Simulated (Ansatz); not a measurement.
Cost and result for the atomization energy of C₂H₄BNO, SMILES `NB1CC1=O` (9 atoms, 9 bonds).

Z-matrix (Å, degrees):
```
C
B 1 1.566
C 1 1.515 2 59.9
H 1 1.090 2 126.2 3 -106.9
H 1 1.094 2 114.8 3 103.9
N 2 1.371 1 146.1 3 177.6
O 3 1.197 1 139.3 2 -172.6
H 6 1.008 2 122.9 1 -1.6
H 6 1.006 2 122.9 1 178.4
```

Total charge 0; spin multiplicity 1. The structure was optimised at the PBE0-D4/def2-TZVP level. It is one conformer, not always the lowest. Program: Ansatz. All runs use 2 threads of an Arm Neoverse V2 on a shared host. Times are those of one run each, without the atoms' runs, and a repeat can differ threefold. Electronic energies, without spin–orbit coupling; frozen cores. CCSD(T)/CBS adds CCSD(T) − MP2 in def2-TZVPP to the MP2 limit, and its time is that of the two runs behind it. T1 = 0.016. B3LYP takes the VWN-RPA correlation (the form of Gaussian; ORCA's B3LYP/G).

CCSD(T)/CBS is a level of theory with its own doubt, some kJ/mol a heavy atom from the limit and from the frozen cores, so smaller differences don't rank the functionals.

```csv
level,functions,wall time
LDA (SPW92)/def2-TZVPP,211,1.4 s
revPBE-D4/def2-TZVPP,211,2.1 s
BLYP-D4/def2-TZVPP,211,2.4 s
PBE0-D4/def2-TZVPP,211,2.9 s
BHLYP-D4/def2-TZVPP,211,3 s
B3LYP-D4/def2-TZVPP (with forces),211,4.5 s
r2SCANh-D4/def2-TZVPP,211,4.7 s
CCSD(T)/def2-SVP,90,4.7 s
r2SCAN-D4/def2-TZVPP (with forces),211,5 s
B2PLYP/def2-TZVPP,211,5.5 s
MP2/def2-QZVPP,405,21 s
CCSD(T)/def2-TZVPP,211,110 s
CCSD(T)/CBS(def2),–,2.2 min
```

Task: What atomization energy does each give, and how far from CCSD(T)/CBS? (Estimate.)

Result: Ansatz gave: 
```
                             level  atomization (kJ/mol)  difference from CCSD(T)/CBS  per bond
            LDA (SPW92)/def2-TZVPP                4409.2                        691.4      76.8
              revPBE-D4/def2-TZVPP                3790.3                         72.5       8.1
                BLYP-D4/def2-TZVPP                3792.0                         74.2       8.2
                PBE0-D4/def2-TZVPP                3791.3                         73.5       8.2
               BHLYP-D4/def2-TZVPP                3591.7                       -126.1     -14.0
 B3LYP-D4/def2-TZVPP (with forces)                3760.6                         42.8       4.8
             r2SCANh-D4/def2-TZVPP                3733.0                         15.2       1.7
                  CCSD(T)/def2-SVP                3538.9                       -178.9     -19.9
r2SCAN-D4/def2-TZVPP (with forces)                3770.8                         53.0       5.9
                 B2PLYP/def2-TZVPP                3717.5                         -0.3       0.0
                    MP2/def2-QZVPP                3786.8                         69.0       7.7
                CCSD(T)/def2-TZVPP                3610.9                       -106.9     -11.9
                 CCSD(T)/CBS(def2)                3717.8                          0.0       0.0
```

From r2SCAN to r2SCAN0 (25 % exact exchange), in def2-TZVPP and without D4, the atomization energy moves by −92.8 kJ/mol: exact exchange takes away binding that semilocal exchange gives to molecules. The D4 term adds +22.6 kJ/mol with B3LYP and +11.8 kJ/mol with PBE0; it sums over pairs of atoms, weighted by their polarisabilities, and B3LYP, whose exchange is more repulsive, gets the larger term. In def2-TZVPP, CCSD(T) changes the Hartree–Fock value by +1031.1 kJ/mol (the triples alone add +76.5 kJ/mol) and MP2 by +1143.9 kJ/mol; breaking electron pairs costs correlation energy, which Hartree–Fock lacks.
